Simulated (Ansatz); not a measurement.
```yaml
crystal:
  periodic: [true, true, true]
  atoms:
    - {symbol: C, position_ang: [-0.248010, 0.798471, -0.454878]}
    - {symbol: S, position_ang: [0.434373, -0.740950, -1.116612]}
    - {symbol: Si, position_ang: [0.808707, -2.196806, 0.381757]}
    - {symbol: Cl, position_ang: [0.213699, -1.246072, 2.153595]}
    - {symbol: H, position_ang: [0.426436, 1.611638, -0.720054]}
    - {symbol: H, position_ang: [-1.220361, 0.966729, -0.916029]}
    - {symbol: H, position_ang: [-0.353546, 0.738990, 0.626622]}
basis:
  gaussian: {orbitals: def2-TZVPD}
hamiltonian: {xc: {name: r2SCANh}, dispersion: d3bj}
```

```sh
$ ansatz run in.yaml --threads 2 --pin off --events-out ev --progress --plain --max-ram 22528MiB --backend cpu
```

Shortened log:

```
Error: YAML parse error: error: line 2 column 3: crystal: missing field `lattice` (a structure is typed as `lattice` and `atoms`, a molecule's as `atoms` in Å alone, or read from a run's directory, `checkpoint`)
 --> <input>:2:3
1 | crystal:
2 |   periodic: [true, true, true]
3 |   atoms:
4 |     - {symbol: C, position_ang: [-0.248010, 0.798471, -0.454878]}
```

In this input the molecule is marked periodic without a cell. The input was rejected before any iteration.
